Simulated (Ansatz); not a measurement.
Cl₂Se, triplet, geometry from GFN2-xTB (a higher spin typed on purpose: for a closed-shell molecule this is an excited state). Base run: PBE/3-21G (Ansatz, a first-principles code).

The Ansatz input:
Ansatz 0.2 input:
```yaml
crystal:
  periodic: [false, false, false]
  atoms:
    - {symbol: Se, position_ang: [0.09038564, 0.10880543, 0.81783642]}
    - {symbol: Cl, position_ang: [0.97674330, 1.18139250, -0.74251873]}
    - {symbol: Cl, position_ang: [-1.15751457, -1.39900335, -0.89315413]}
basis:
  gaussian:
    orbitals: 3-21G.json
hamiltonian:
  xc: pbe
magnetization: {spin_polarized: true, initial_magnetization: 2}
```
The basis file holds 3-21G in the JSON format of the Basis Set Exchange.

Each row names what was changed in the base input (with any setting that the change needs).

```json
[
 {"change": "base", "ΔE vs base (kcal/mol)": "0.000"},
 {"change": "final_grid = 4, 8, 17", "ΔE vs base (kcal/mol)": "0.405"},
 {"change": "accuracy = high", "ΔE vs base (kcal/mol)": "0.001"},
 {"change": "final_grid = 14, 28, 59", "ΔE vs base (kcal/mol)": "0.001"},
 {"change": "lower_state_search = light", "ΔE vs base (kcal/mol)": "0.000"},
 {"change": "point_charge = charge:0.5 position_ang:-0.4827, -2.6726, -4.3474", "ΔE vs base (kcal/mol)": "-5.07"},
 {"change": "point_charge = charge:-1.0 position_ang:-3.0749, -2.9209, -2.7561", "ΔE vs base (kcal/mol)": "5.02"},
 {"change": "fitting.mean_field = cc-pVTZ-JKFIT", "ΔE vs base (kcal/mol)": "-0.84"},
 {"change": "fitting.mean_field = def2-universal-JKFIT", "ΔE vs base (kcal/mol)": "-0.301"},
 {"change": "point_charge = charge:1.0 position_ang:2.0532, 2.6454, 3.2242", "ΔE vs base (kcal/mol)": "4.42"},
 {"change": "final_grid = 6, 12, 29", "ΔE vs base (kcal/mol)": "-0.012"}
]
```
